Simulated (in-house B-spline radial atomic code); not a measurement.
Ionisation energies along the 25-electron series, configuration 1s2 2s2 2p6 3s2 3p6 3d3/2(4) 3d5/2(3), as differences of self-consistent energies. Dirac energy differences include first-order Breit, QED and recoil terms. NIST's values go from ground level to ground level; the uncertainty of those that are theory runs from under 0.1 % in few-electron ions to several per cent in heavy many-electron ones. Computed with an all-electron radial atomic-structure program (B-spline basis): Dirac-Hartree-Fock, jj configuration that fills j = l - 1/2 first, finite nuclei.

A number in brackets counts the electrons of a j subshell.

```csv
ion,configuration after,ionisation energy (eV),IE/(q+1)² (eV),-ε less Coulomb ΔSCF (eV),Breit and QED recoil part (eV),tabulated value (eV),tabulated kind,computed minus tabulated (eV)
Ru19+,[Ar] 3d3/2(4) 3d5/2(2),847.0,2.1176,3.053,-0.10874,845,tabulated theory,2.0
Rh20+,[Ar] 3d3/2(4) 3d5/2(2),922.8,2.0925,3.056,-0.13381,921,tabulated theory,1.8
Pd21+,[Ar] 3d3/2(4) 3d5/2(2),1001.6,2.0695,3.0588,-0.16145,1000,tabulated theory,1.6
Ag22+,[Ar] 3d3/2(4) 3d5/2(2),1083.5,2.0481,3.0615,-0.19176,1082,tabulated theory,1.5
Cd23+,[Ar] 3d3/2(4) 3d5/2(2),1168.3,2.0284,3.0639,-0.22481,1167,tabulated theory,1.3
In24+,[Ar] 3d3/2(4) 3d5/2(2),?,?,?,?,?,tabulated theory,?
Sn25+,[Ar] 3d3/2(4) 3d5/2(2),1347.2,1.9929,3.0684,-0.2997,1347,tabulated theory,0.2
Sb26+,[Ar] 3d3/2(4) 3d5/2(2),1441.2,1.9769,3.0704,-0.34174,1441,tabulated theory,0.2
Te27+,[Ar] 3d3/2(4) 3d5/2(2),?,?,?,?,?,tabulated theory,?
I28+,[Ar] 3d3/2(4) 3d5/2(2),1638.2,1.948,3.0739,-0.43546,1639,tabulated theory,-0.8
Xe29+,[Ar] 3d3/2(4) 3d5/2(2),?,?,?,?,?,tabulated theory,?
Cs30+,[Ar] 3d3/2(4) 3d5/2(2),1847.4,1.9224,3.077,-0.54278,1848,tabulated theory,-0.6
Ba31+,[Ar] 3d3/2(4) 3d5/2(2),1956.5,1.9107,3.0783,-0.60178,1958,tabulated theory,-1.5
La32+,[Ar] 3d3/2(4) 3d5/2(2),2068.7,1.8996,3.0795,-0.66454,2069,tabulated theory,-0.3
```

(1) Fill in the row of In24+.

(2) Fill in the row of Te27+.

(3) Fill in the row of Xe29+.

Results:

(1) ionisation energy (eV): 1256.3; IE/(q+1)² (eV): 2.01; -ε less Coulomb ΔSCF (eV): 3.0662; Breit and QED recoil part (eV): -0.26078; tabulated value (eV): 1255; computed minus tabulated (eV): 1.3.

(2) ionisation energy (eV): 1538.2; IE/(q+1)² (eV): 1.962; -ε less Coulomb ΔSCF (eV): 3.0722; Breit and QED recoil part (eV): -0.3869; tabulated value (eV): 1538; computed minus tabulated (eV): 0.2.

(3) ionisation energy (eV): 1741.3; IE/(q+1)² (eV): 1.9348; -ε less Coulomb ΔSCF (eV): 3.0755; Breit and QED recoil part (eV): -0.48735; tabulated value (eV): 1742; computed minus tabulated (eV): -0.7.
